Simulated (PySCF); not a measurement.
# Effect of structural changes

Theory: GIAO B3LYP/pcSseg-1 magnetisability, rotational g tensor and spin-rotation constants, non-relativistic, gas phase in PySCF. Geometry: GFN2-xTB.

Each molecule in one low-energy conformer. The parent is COC(=O)c1cpco1.

The calculation is non-relativistic, which matters for the atoms heavier than Zn.

**Question.** How does the isotropic susceptibility change along this series?
- COC(=O)c1cpco1 (base)
- C#Cc1cpco1 (COOCH3 replaced by ethynyl)
- COC(=O)c1ocpc1F (H replaced by F)
- Brc1cpco1 (COOCH3 replaced by Br)
- CC(C)(C)c1cpco1 (COOCH3 replaced by tBu)
- Clc1cpco1 (COOCH3 replaced by Cl)

**Answer.** 
| molecule | χ, cgs (10⁻⁶ cm³/mol) | magnetisability anisotropy (10⁻³⁰ J/T²) |
| --- | --- | --- |
| COC(=O)c1cpco1 | -77.4 | 894 |
| C#Cc1cpco1 | -66.3 | 692 |
| COC(=O)c1ocpc1F | -79.1 | 730 |
| Brc1cpco1 | -76.0 | 633 |
| CC(C)(C)c1cpco1 | -99.2 | 771 |
| Clc1cpco1 | -66.7 | 631 |

The isotropic susceptibility is lowest for CC(C)(C)c1cpco1 and highest for C#Cc1cpco1.
